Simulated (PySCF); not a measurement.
Run record: geometry optimisation, `[NH2][SnH2][CH]=O`.

Method: PBE0-D3(BJ)/def2-SVP geometry optimisation, gas phase, def2 core potentials past Kr (PySCF 2.14.0). Start geometry: GFN2-xTB. A driver script takes a list of jobs; this job's settings line and coordinates (Å) are shown.

Input:
```
{"job": {"xc": "PBE0", "basis": "def2-SVP", "d3": "d3bj", "grid": 1, "maxiter": 30, "shake": 0.01, "kind": "geom"}, "charge": 0, "multiplicity": 1}
N     -1.478740    -0.612050    -0.455260
Sn    -0.045960     0.761400    -0.045860
C      1.686660    -0.527180     0.378840
O      2.457740    -0.439310     1.325420
H     -2.376590    -0.201080    -0.790000
H     -1.726320    -1.231650     0.280000
H     -0.414690     1.933780     1.157520
H      0.102680     1.596760    -1.520300
H      1.853020    -1.297820    -0.364090
```

Question: What does the run print?

Answer: 
```
step   0  E = -385.01338372  max force = 0.043515
step   1  E = -385.01753071  max force = 0.007663
step   2  E = -385.01749428  max force = 0.006692
step   3  E = -385.01793869  max force = 0.001272
step   4  E = -385.01798911  max force = 0.000646
step   5  E = -385.01802451  max force = 0.000560
step   6  E = -385.01805890  max force = 0.000619
step   7  E = -385.01811259  max force = 0.000811
step   8  E = -385.01819372  max force = 0.000883
step   9  E = -385.01825865  max force = 0.000552
step  10  E = -385.01828882  max force = 0.000352
step  11  E = -385.01829769  max force = 0.000745
step  12  E = -385.01831272  max force = 0.000891
step  13  E = -385.01836252  max force = 0.000688
step  14  E = -385.01839138  max force = 0.000482
step  15  E = -385.01842516  max force = 0.000430
step  16  E = -385.01845214  max force = 0.000576
step  17  E = -385.01847920  max force = 0.000344
step  18  E = -385.01849637  max force = 0.000095
step  19  E = -385.01852840  max force = 0.000391
step  20  E = -385.01853415  max force = 0.000306
optimisation converged
```

Energies in Eh; «max force» is the largest Cartesian gradient component in Eh/bohr.

Question: At which steps does the energy rise by more than 1e-5 Eh?

Answer: At step 2 (+0.04 mEh).

Main results: final energy -385.01853 Eh after 20 steps; dipole 2.48 D.

Question: Give the final coordinates.

Answer: 0.272 Å rms from the input after alignment:
```
atom  x, y, z in Å
N1    -1.5125   -0.7011   -0.4542
Sn2   -0.0898    0.7138   -0.0421
C3     1.7567   -0.4428    0.3570
O4     2.6777    0.0014    0.9823
H5    -2.2824   -0.3382   -1.0134
H6    -1.9202   -1.1306    0.3742
H7    -0.4341    1.7276    1.3059
H8     0.0667    1.6392   -1.4767
H9     1.7962   -1.4864   -0.0667
```

The run took 72 s of wall time on an Arm Neoverse V2 with one thread, on a shared host, and the process peaked at 0.39 GiB of memory.
Labels such as C1 count atoms from 1, the log's own numbers from 0.
